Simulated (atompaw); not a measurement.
Os (Z = 76) PAW (atompaw): all-electron and pseudo phase curves

| Quantity | Value |
| --- | --- |
| Element | osmium (Os) |
| Generator | atompaw 4.2.0.5 |
| Type | PAW |
| Functional | PBE |
| Relativity | scalar-relativistic |
| Frozen core | [Kr] 4d10 4f14 |
| Valence charge | 16 |
| Reference configuration | 5s2 5p6 5d6 6s2 6p0 |
| Partial waves | 5s (bound): rc 1.40 bohr; 6s (bound): rc 1.85 bohr; 5p (bound): rc 1.80 bohr; 6p (bound, empty): rc 2.10 bohr; 5d (bound): rc 2.10 bohr; 5d channel at 2.2 Ry: rc 2.10 bohr; 5f channel at 0.45 Ry: rc 1.60 bohr |
| Local potential | bessel scheme, radius 1.95 bohr |
| Core correction | smooth core density matched at 1.75 bohr |
| Augmentation charge | sinc compensation charge, radius 1.85 bohr; PAW radius 2.10 bohr; waves and projectors: custom rrkj gramschmidtortho |

The phase is arctan(r·u′/u) with u = r·R(r), unwrapped; energies in Ry, scanned from -9 to 5 Ry. A pole is an energy at which the radial function vanishes at the test radius. The pseudo phase is shifted by a multiple of π to meet the all-electron one at the reference energy, and phase errors are pseudo minus all-electron; the curves can meet again beyond the range given. Levels narrower than the energy grid can be missing from the lists of poles. n/a: not evaluated, since a narrow level or a reset projector energy made the automatic matching unsafe.

| channel | radius (bohr) | reference energy (Ry) | poles, all-electron | poles, pseudo | unbroken range about the reference energy with phases within 0.05 rad | phase error 1 Ry above the reference energy (rad) |
| --- | --- | --- | --- | --- | --- | --- |
| s | 2.11 | -0.45 | -6.62 | -6.62 | the whole range | +0.001 |
| p | 2.11 | -0.09 | -3.41 | -3.41 | below 2.0 | -0.003 |
| d | 2.11 | -0.46 | 0.81 | 0.81 | the whole range | -0.000 |
| f | 2.11 | 0.45 | none | none | n/a | n/a |

Phases in the s channel:

```
E (Ry)  all-electron  pseudo
 -9.00         1.383   1.383
 -8.52         1.371   1.372
 -8.04         1.355   1.355
 -7.56         1.325   1.325
 -7.08         1.204   1.205
 -6.60        -1.586  -1.586
 -6.12        -1.721  -1.720
 -5.64        -1.756  -1.756
 -5.16        -1.779  -1.779
 -4.68        -1.799  -1.799
 -4.20        -1.820  -1.820
 -3.72        -1.844  -1.843
 -3.24        -1.872  -1.872
 -2.76        -1.907  -1.907
 -2.28        -1.953  -1.953
 -1.80        -2.018  -2.017
 -1.32        -2.113  -2.113
 -0.84        -2.268  -2.268
 -0.36        -2.547  -2.547
  0.12        -3.046  -3.046
  0.60        -3.660  -3.659
  1.08        -4.076  -4.074
  1.56        -4.301  -4.300
  2.04        -4.432  -4.431
  2.52        -4.515  -4.514
  3.00        -4.574  -4.572
  3.48        -4.617  -4.615
  3.96        -4.651  -4.649
  4.44        -4.679  -4.677
  4.92        -4.703  -4.701
```
